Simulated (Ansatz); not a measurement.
B₂Cl₄H₂O₂ (`Cl[B-]1(Cl)[OH+][B-](Cl)(Cl)[OH+]1`): the same geometry under several functionals.

```yaml
crystal:
  periodic: [false, false, false]
  atoms:
    - {symbol: Cl, position_ang: [0.903573, -2.517621, -0.170162]}
    - {symbol: B, position_ang: [-0.081272, -1.090426, 0.217269]}
    - {symbol: Cl, position_ang: [-1.579575, -1.384815, 1.175385]}
    - {symbol: O, position_ang: [0.757131, 0.062398, 0.806115]}
    - {symbol: B, position_ang: [0.347628, 0.990476, -0.355631]}
    - {symbol: Cl, position_ang: [-0.831063, 2.246672, 0.175616]}
    - {symbol: Cl, position_ang: [1.744444, 1.561964, -1.293295]}
    - {symbol: O, position_ang: [-0.356491, -0.210595, -1.019194]}
    - {symbol: H, position_ang: [0.470866, 0.361527, 1.678341]}
    - {symbol: H, position_ang: [-1.292243, -0.070680, -1.211546]}
basis:
  gaussian: {orbitals: def2-TZVPP}
hamiltonian: {xc: {name: wB97M-V}}
output: {forces: true, orbitals: {seedname: orbitals}}
```

```sh
$ ansatz run in.yaml --threads 4 --pin off --events-out ev --progress --plain --max-ram 11315MiB
```

Output, abridged:

```
Functional definition: wB97M-V
  name "wB97M-V"
  cite "Mardirossian & Head-Gordon, J. Chem. Phys. 144, 214110 (2016) doi:10.1063/1.4952647"
  cite "Becke, J. Chem. Phys. 107, 8554 (1997) doi:10.1063/1.475007"
  cite "Vydrov & Van Voorhis, J. Chem. Phys. 133, 244103 (2010) doi:10.1063/1.3521275"
  # Of w^i u^j: cxij and so on, Table III.
  parameter omega = 0.3/bohr
  parameter cx = 0.15
  parameter cx01 = 1.007
  parameter cx10 = 0.259
  parameter css00 = 0.443
  parameter css04 = -1.437
  parameter css10 = -4.535
  parameter css20 = -3.390
  parameter css43 = 4.278
  parameter cos00 = 1.000
  parameter cos10 = 1.358
  parameter cos20 = 2.924
  parameter cos21 = -8.812
  parameter cos60 = -1.390
  parameter cos61 = 9.142
  parameter b = 6.0
  parameter c = 0.01
  gx(w, u) = 1 - cx + cx01*u + cx10*w
  gss(w, u) = css00 + css04*u^4 + css10*w + css20*w^2 + css43*w^4*u^3
  gos(w, u) = cos00 + cos10*w + (cos20 + cos21*u)*w^2 + (cos60 + cos61*u)*w^6
  exchange = spin_sum(e_x_unif_sr(omega)*gx(b97_w, b97_u_x)) + cx*exact_x_sr(omega) + exact_x_lr(omega)
  correlation = spin_sum(e_c_pw_mod_same_spin*gss(b97_w, b97_u_same))
      + integral(e_c_pw_mod_opposite_spin*gos(b97_w_opposite, b97_u_opposite)) + vv10(b, c)
1998 factors; their error is unknown
351 factors; integrals over basis functions are off by at most 1.2e-5 eV
mean field evaluation 1: about -55572.4468 eV, gradient 5.4e1 eV
mean field evaluation 2: about -55573.1785 eV, gradient 5.4e1 eV
mean field evaluation 4: about -55577.3869 eV, gradient 2.2e0 eV
mean field evaluation 8: about -55577.4006 eV, gradient 2.9e-2 eV
mean field evaluation 16: about -55577.4683 eV, gradient 4.2e-5 eV
mean field -55577.46834976 eV, -2042.4342900927 hartree, gradient 1.1e-5 eV, S^2 0.000000; 0 other end points of the search recorded, 0 dependent functions left out
the calculation of the forces begins
reference -55577.46839936 eV, -2042.4342919153 hartree; 48, 48 occupied and 272, 272 virtual orbitals, 1998 factors
Total energy: -55577.46839936 eV, -2042.4342919153 hartree
Atom 0 at     0.903573    -2.517621    -0.170162 Å, force     0.071226    -0.089113    -0.030057 eV/Å
Atom 1 at    -0.081272    -1.090426     0.217269 Å, force    -0.003355    -0.099637     0.016704 eV/Å
Atom 2 at    -1.579575    -1.384815     1.175385 Å, force    -0.088064     0.004729     0.053097 eV/Å
Atom 3 at     0.757131     0.062398     0.806115 Å, force     0.066809     0.044139     0.210697 eV/Å
Atom 4 at     0.347628     0.990476    -0.355631 Å, force     0.035393     0.088077    -0.034814 eV/Å
Atom 5 at    -0.831063     2.246672     0.175616 Å, force    -0.077763     0.054861     0.039238 eV/Å
Atom 6 at     1.744444     1.561964    -1.293295 Å, force     0.095591     0.029198    -0.062692 eV/Å
Atom 7 at    -0.356491    -0.210595    -1.019194 Å, force    -0.158953    -0.011074    -0.159393 eV/Å
Atom 8 at     0.470866     0.361527     1.678341 Å, force     0.021655    -0.012494    -0.029298 eV/Å
Atom 9 at    -1.292243    -0.070680    -1.211546 Å, force     0.037461    -0.008686    -0.003483 eV/Å
Dipole moment:    -0.306259     0.110032     0.170397 e Å
```

Hardware: 4 threads of an Intel Xeon Platinum 8488C on a shared host. Wall time 16 s, peak host memory 1.9 GiB.

Changing it to `hamiltonian: {xc: {name: LC-wPBE}}` and no forces (abridged; 3.6 s):

```
Functional definition: LC-wPBE
mean field evaluation 16: about -55564.0706 eV, gradient 2.4e-5 eV
mean field -55564.07057193 eV, -2041.9419308387 hartree, gradient 2.4e-5 eV, S^2 0.000000
Total energy: -55564.07057194 eV, -2041.9419308389 hartree
```

Changing it to `hamiltonian: {xc: pbe, dispersion: d4}` (abridged; 3.3 s):

```
Functional definition: PBE
mean field evaluation 16: about -55554.2137 eV, gradient 4.3e-4 eV
mean field -55554.21368042 eV, -2041.5796967571 hartree, gradient 3.7e-5 eV, S^2 0.000000
Total energy: -55554.64125960 eV, -2041.5954100019 hartree
Atom 0 force     0.153907    -0.223126    -0.060462 eV/Å
Atom 1 force    -0.100387    -0.250384     0.098458 eV/Å
Atom 2 force    -0.235155    -0.057994     0.152214 eV/Å
Atom 3 force     0.493568    -0.085688     0.058590 eV/Å
Atom 4 force     0.009597     0.282954    -0.048219 eV/Å
Atom 5 force    -0.180494     0.207342     0.079110 eV/Å
Atom 6 force     0.218307     0.089413    -0.146566 eV/Å
Atom 7 force     0.190068    -0.159966    -0.438899 eV/Å
Atom 8 force    -0.142537     0.131157     0.369574 eV/Å
Atom 9 force    -0.406875     0.066292    -0.063798 eV/Å
Dipole moment:    -0.289157     0.103887     0.160881 e Å
```

The same input with `hamiltonian: {xc: pbe0, dispersion: d4}` and no forces (abridged; 5.5 s):

```
Functional definition: PBE0
mean field evaluation 16: about -55558.6018 eV, gradient 2.3e-5 eV
mean field -55558.60175323 eV, -2041.7409554582 hartree, gradient 2.3e-5 eV, S^2 0.000000
Total energy: -55558.96810921 eV, -2041.7544187921 hartree
```

The same input with `hamiltonian: {xc: {name: B3LYP}, dispersion: d4}` (abridged; 8.5 s):

```
Functional definition: B3LYP
mean field evaluation 16: about -55582.5893 eV, gradient 3.5e-5 eV
mean field -55582.58928940 eV, -2042.6224811532 hartree, gradient 3.5e-5 eV, S^2 0.000000
Total energy: -55583.28487440 eV, -2042.6480434304 hartree
Atom 0 force     0.139974    -0.191429    -0.056698 eV/Å
Atom 1 force     0.024022    -0.119353     0.002955 eV/Å
Atom 2 force    -0.205370    -0.041913     0.131641 eV/Å
Atom 3 force     0.049038     0.043257     0.194197 eV/Å
Atom 4 force     0.066560     0.086758    -0.053632 eV/Å
Atom 5 force    -0.160990     0.173552     0.072264 eV/Å
Atom 6 force     0.194129     0.071410    -0.129123 eV/Å
Atom 7 force    -0.152685    -0.006058    -0.136496 eV/Å
Atom 8 force     0.042286    -0.003269     0.019656 eV/Å
Atom 9 force     0.003038    -0.012956    -0.044763 eV/Å
Dipole moment:    -0.303865     0.109172     0.169065 e Å
```

The same input with `hamiltonian: {xc: {name: BHLYP}, dispersion: d4}` and no forces (abridged; 6 s):

```
Functional definition: BHLYP
mean field evaluation 16: about -55578.4186 eV, gradient 3.4e-5 eV
mean field -55578.41855084 eV, -2042.4692093383 hartree, gradient 3.4e-5 eV, S^2 0.000000
Total energy: -55578.95863887 eV, -2042.4890572071 hartree
```

B3LYP takes the VWN-RPA correlation (the form of Gaussian; ORCA's B3LYP/G).
